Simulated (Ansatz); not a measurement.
Relaxation of C2H8BNSi (13 atoms, charge 0, multiplicity 1), to a largest force component of 0.02 eV/Å in at most 50 steps.

Method: RKS B3LYP/6-31G* (Ansatz 0.2.0).

```xyz
13
Properties=species:S:1:pos:R:3:forces:R:3
B -0.274 1.578 1.456 -0.91 0.89 0.13
C -0.026 0.470 0.427 3.16 -1.13 -0.71
Si -1.500 -0.348 -0.427 1.14 -0.64 0.87
N 1.283 0.155 0.212 -3.09 1.19 1.04
C 1.641 -0.903 -0.710 1.04 0.17 0.94
H 0.564 2.187 1.999 0.68 0.05 0.27
H -1.409 1.956 1.670 0.25 -0.28 0.00
H -2.691 0.269 0.035 -1.20 0.49 0.38
H -1.344 -0.160 -1.827 0.00 0.00 -1.50
H -1.468 -1.782 -0.066 -0.17 -0.27 -0.13
H 1.306 -0.657 -1.707 -0.06 -0.02 -0.69
H 2.765 -0.951 -0.656 -1.05 -0.42 -0.42
H 1.174 -1.850 -0.394 0.22 -0.04 -0.18
```

**Question.** Where does it end, and by what steps?

**Answer.** It converged. The force dipped under the threshold on the way, but the program's further checks kept it going. After 21 steps the energy has fallen by 0.404 eV; H13 moved furthest, 1.00 Å.

| step | energy less start (eV) | largest force component (eV/Å) | accepted |
| --- | --- | --- | --- |
| 0 | 0.0000 | 3.163 | yes |
| 1 | -0.2506 | 1.401 | yes |
| 2 | -0.0272 | 4.166 | no |
| 3 | -0.3528 | 0.177 | yes |
| 4 | -0.3597 | 0.071 | yes |
| 5 | -0.3622 | 0.036 | yes |
| 6 | -0.3628 | 0.151 | yes |
| 7 | -0.3646 | 0.080 | yes |
| 8 | -0.3702 | 0.315 | yes |
| 9 | -0.3557 | 0.658 | no |
| 10 | -0.3791 | 0.133 | yes |
| 11 | -0.3874 | 0.059 | yes |
| 12 | -0.3891 | 0.327 | yes |
| 13 | -0.3950 | 0.116 | yes |
| 14 | -0.3980 | 0.079 | yes |
| 15 | -0.4010 | 0.084 | yes |
| 16 | -0.4018 | 0.147 | yes |
| 17 | -0.4031 | 0.062 | yes |
| 18 | -0.4036 | 0.034 | yes |
| 19 | -0.4040 | 0.007 | yes |
| 20 | -0.4042 | 0.023 | yes |
| 21 | -0.4042 | 0.013 | yes |

```xyz
13
Properties=species:S:1:pos:R:3
B -0.262 1.684 1.404
C -0.012 0.484 0.421
Si -1.502 -0.504 -0.311
N 1.239 0.263 0.162
C 1.640 -0.786 -0.751
H 0.677 2.227 1.901
H -1.372 2.055 1.656
H -2.754 0.061 0.252
H -1.565 -0.400 -1.797
H -1.436 -1.950 0.044
H 2.232 -0.332 -1.556
H 2.315 -1.465 -0.214
H 0.820 -1.372 -1.195
```

Whether the end is a true minimum wasn't checked by a vibrational analysis.

The run took 120 s on 2 threads of Intel(R) Xeon(R) Platinum 8259CL CPU @ 2.50GHz (Skylake/Cascade Lake), with other jobs on the host, peak memory 0.23 GiB.
